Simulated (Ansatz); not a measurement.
Basis sets compared for Sn26H33⁺, a nanocrystal with a defect cut from the lattice of tin (one cap removed). Charge 1, multiplicity 1. Geometry r2SCAN-D4/def2-SVP. Ansatz on 11 threads of AMD EPYC 7R13 on a shared host and a whole NVIDIA H100 80GB HBM3; times are rough, and most runs start from earlier orbitals.

Cartesian coordinates in Å:
```
Sn -5.181 -0.646 1.584
Sn -3.651 -2.815 -2.632
Sn -2.213 0.110 4.918
Sn 2.530 -1.104 4.280
Sn 0.694 -3.925 -2.938
Sn 3.617 -3.082 0.357
Sn -0.770 -1.966 0.978
Sn -2.456 1.491 -1.523
Sn 0.521 2.437 1.918
Sn 1.761 0.516 -2.207
Sn -1.069 -0.413 -5.523
Sn 4.975 1.207 1.396
Sn 2.887 4.969 -1.205
Sn -2.875 -1.638 2.831
Sn -1.450 -3.706 -1.135
Sn -4.663 1.728 0.201
Sn -3.122 -0.250 -3.629
Sn 1.556 -2.840 2.296
Sn -1.434 2.608 3.938
Sn 2.828 1.477 3.213
Sn 3.035 -4.865 -1.727
Sn 1.153 -1.435 -4.155
Sn 3.768 -0.429 -0.536
Sn -0.186 0.574 -0.085
Sn 0.927 4.978 0.782
Sn 2.261 3.109 -3.193
H -6.341 -0.327 2.811
H -5.829 -1.814 0.507
H -3.840 -3.901 -3.951
H -5.087 -2.843 -1.691
H -3.602 0.302 5.910
H -0.941 -0.532 5.876
H 4.076 -1.676 4.771
H 1.484 -1.086 5.640
H 0.245 -5.011 -4.202
H 5.115 -3.374 1.161
H -2.015 3.031 -2.172
H -1.492 -1.453 -6.822
H -0.672 1.139 -6.144
H 6.287 0.335 2.078
H 5.535 2.675 0.713
H 4.402 4.527 -0.528
H 3.042 6.511 -1.943
H -3.188 -3.207 3.479
H -1.739 -5.263 -0.452
H -6.007 2.141 -0.788
H -4.387 3.011 1.310
H -4.552 0.384 -4.355
H 1.374 -4.434 2.937
H -0.735 3.563 5.186
H -2.778 3.463 3.295
H 3.379 2.569 4.431
H 2.822 -6.425 -1.044
H 4.360 -4.897 -2.818
H 2.560 -1.505 -5.152
H -0.572 5.461 0.096
H 1.326 6.077 2.040
H 0.818 3.539 -4.021
H 3.507 2.934 -4.362
```

In the def2 sets Sn takes a core potential; there is no spin–orbit coupling. Single mean-field runs in def2-SVP, def2-TZVP are fitted with def2-universal-jkfit.

```
                         level  functions  energy (Eh)  HOMO (eV)  LUMO (eV)  wall time
 PBE-D4/def2-SVP (with forces)        841   -5591.9527      -7.98      -6.62        6 s
PBE0-D4/def2-SVP (with forces)        841   -5592.2631      -8.78      -6.24       12 s
```

Question: Estimate the rows for PBE-D4/def2-TZVP, PBE0-D4/def2-TZVP.

Answer: 
| level | functions | energy (Eh) | HOMO (eV) | LUMO (eV) | wall time |
| --- | --- | --- | --- | --- | --- |
| PBE-D4/def2-TZVP | 1498 | -5592.1477 | -8.02 | -6.66 | 8.5 s |
| PBE0-D4/def2-TZVP | 1498 | -5592.4348 | -8.78 | -6.24 | 17 s |
